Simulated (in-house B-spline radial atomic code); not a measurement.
A run on neutral niobium (an excited or competing configuration) that did not converge. Method: scalar-relativistic (X2C) wB97X, spin-polarised, spherical fractional occupations, exact exchange averaged over the configuration, Fermi nucleus of rms radius 4.324 fm; computed with an all-electron radial atomic-structure program (B-spline basis).

Command:
```bash
python run_scf.py task.json out
```
Settings (nuclear radius in fm, mass in u):
```
Z                41
configuration    [Ar] 3d10 4s2 4p5 4d4 5s1 5f1
hamiltonian      x2c
method           wb97x
spin_polarised   True
nucleus          fermi
rms_radius       4.324
atomic_mass      92.90637
speed_of_light   137.035999084
exact_exchange   averaged over the configuration
```

First and last ten iterations of the last attempt (damped for 15 steps, keeping 80 % of the old Fock matrix, then DIIS):
```
 iter        energy (Eh)    residual
    1       -3812.593266    4.26e-01
    2       -3815.832935    2.02e-01
    3       -3816.923014    1.35e-01
    4       -3817.484066    9.36e-02
    5       -3817.795911    6.75e-02
    6       -3817.965137    4.93e-02
    7       -3818.036790    3.69e-02
    8       -3818.068828    2.81e-02
    9       -3818.085097    2.17e-02
   10       -3818.093535    1.73e-02
  111       -3818.105143    1.52e-03
  112       -3818.105085    6.55e-04
  113       -3818.105177    6.55e-04
  114       -3818.105201    1.13e-03
  115       -3818.105225    1.46e-03
  116       -3818.105191    9.51e-04
  117       -3818.105189    4.28e-04
  118       -3818.105172    5.38e-04
  119       -3818.105181    6.20e-04
  120       -3818.105175    5.17e-04
 not converged after 120 iterations
```

The smallest residual met was 2.2e-04; the threshold is about 4e-07. No energy from this run should be used. Cost of the run: 36 s on 1 thread of Arm Neoverse V1, with other jobs on the host.
